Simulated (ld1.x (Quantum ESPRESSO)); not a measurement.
What one change does to a pseudopotential (nitrogen (N), TM)

- Element: N (Z = 7)
- Generator: ld1.x (Quantum ESPRESSO) 7.5
- Type: norm-conserving Troullier–Martins (Kleinman–Bylander form)
- Functional: PBE
- Relativity: scalar-relativistic
- Frozen core: [He]
- Valence charge: 5
- Reference configuration: 2s1.75 2p3.25
- Partial waves: 2p (bound): rc 1.90 bohr; 2s (bound): rc 0.70 bohr
- Local potential: the s channel
- Core correction: a·sin(br)/r model core inside 0.40 bohr

All-electron outer shells of the reference configuration (PBE, scalar-relativistic, ld1.x):

| shell | level (eV) | outermost node (bohr) | outermost maximum (bohr) |
| --- | --- | --- | --- |
| 1s | -384.93 | – | 0.15 |
| 2s | -18.70 | 0.32 | 1.02 |
| 2p | -7.20 | – | 0.98 |

Change: wave 2p (bound): rc 1.90 bohr becomes 2p (bound): rc 2.34 bohr.

Cutoffs: the cutoffs (Ry, on a coarse ladder) from which the occupation-weighted sum of valence levels, in a spherical-Bessel basis at the reference potential, stays within 10 and 1 mRy of its value at 400 Ry; they do not see the model core or the augmentation charge, which bear on the density cutoff. Errors are all-electron minus pseudo energies relative to the spin-unpolarised reference configuration.

What does the change do?

The potential gets neither clearly harder nor softer (120 Ry and 300 Ry → 120 Ry and 300 Ry); the s channel sets the loose cutoff, while the largest relative change is in p, which becomes softer; of the 7 tests that both files solve, the error grows in 7 and shrinks in 0 by more than 15 % and 0.3 meV (median size 5.7 → 66.4 meV); neither file shows a bound ghost. More of the atom is replaced by a form fitted at one configuration, so other configurations suffer.

| quantity | base | changed |
| --- | --- | --- |
| cutoff, loose | 120 Ry | 120 Ry |
| cutoff, tight | 300 Ry | 300 Ry |
| loose cutoff by channel (10 mRy a level) | p 30 Ry, s 110 Ry | p 25 Ry, s 110 Ry |
| bound ghosts | none | none |
| error for 2s2 2p3, meV [ΔE -2.87 eV] | -0.2 | -1.5 |
| error for 2s2 2p2, meV [ΔE 10.72 eV] | +53 | +121 |
| error for 2s2 2p1, meV [ΔE 39.57 eV] | +388 | +824 |
| error for 2s0 2p5, meV [ΔE 20.17 eV] | -5.7 | -66 |
| error for 2s2 2p3.3, meV [ΔE -4.49 eV] | -2.4 | -6.4 |
| error for 2s1 2p0, meV [ΔE 164.47 eV] | +2499 | +4805 |
| error for 2s1 2p4, meV [ΔE 8.63 eV] | -1.1 | -12 |
